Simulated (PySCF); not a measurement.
## Relaxation of singlet RhH₄⁻

All numbers come from PBE0/[Rh def2-TZVPD with ECP28, H def2-TZVPD], scalar-relativistic core potentials, density fitting, no spin–orbit coupling, PySCF. A (50,194) grid was used.

A start at or just off a symmetric point, pushed along the force that breaks its symmetry, of D2 symmetry, free to break it:

```xyz
5
charge -1 multiplicity 1, angstrom
Rh    0.0000    0.0000    0.0000
H     1.3441    0.0499    0.8786
H    -1.3441   -0.0499    0.8785
H     0.0501    1.3441   -0.8785
H    -0.0501   -1.3441   -0.8786
```

(1) What forces act on the atoms at the start (eV/Å)?

(2) What does it relax to?

(3) How much energy is released, and in how many steps?

Answers

(1) 
```
atom     Fx     Fy     Fz
 Rh1   0.00   0.00   0.00
  H2   0.25   1.13  -0.55
  H3  -0.25  -1.13  -0.55
  H4   1.13   0.25   0.55
  H5  -1.13  -0.25   0.55
```

(2) It ends at D2d with Rh–H 1.593 Å (×4); H–Rh–H 60.1° (×2), H–Rh–H 138.5° (×4). A frequency run shows 2 imaginary modes (one degenerate set), down to 497i cm⁻¹, so it is a higher-order saddle point. Other isomers or separated fragments may lie lower.

(3) 125.4 kJ/mol in 8 steps.

The relaxation took about 80 core-seconds on a shared host.
